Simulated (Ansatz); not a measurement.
Molecule: C$_{3}$H$_{9}$B, net charge 0, singlet state. 
Coordinates optimised at B3LYP-D3(BJ)/def2-TZVP (Ansatz, an electronic-structure program):
SMILES: CB(C)C
```xyz
13

B      0.0029    -0.0013     0.0041
C      1.5300    -0.2716    -0.2460
C     -0.5365     1.4733     0.0642
C     -0.9922    -1.2029     0.1837
H      1.7766     0.0686    -1.2611
H      1.8365    -1.3160    -0.1658
H      2.1589     0.3339     0.4147
H      0.2301     2.2497     0.0855
H     -1.2089     1.6186     0.9163
H     -1.1622     1.6469    -0.8214
H     -2.0504    -0.9423     0.1221
H     -0.7843    -2.0250    -0.5076
H     -0.8195    -1.6206     1.1860
```
Charge 0, spin multiplicity 1.

Basis-set convergence of Hartree-Fock and CCSD(T) correlation energies (hartree) with Ansatz. Cores are frozen in the correlated levels unless marked. Spin-orbit coupling is left out. Non-relativistic.

```json
[
 {"basis": "cc-pVDZ", "functions": "101", "E(HF)": "-143.55500", "E(corr, CCSD(T))": "-0.59856", "rough core time": "under 20 s"},
 {"basis": "cc-pVTZ", "functions": "246", "E(HF)": "(withheld)", "E(corr, CCSD(T))": "(withheld)", "rough core time": "4 min"}
]
```

Complete the blanks.


- cc-pVTZ, E(HF): -143.59631
- cc-pVTZ, E(corr, CCSD(T)): -0.71713
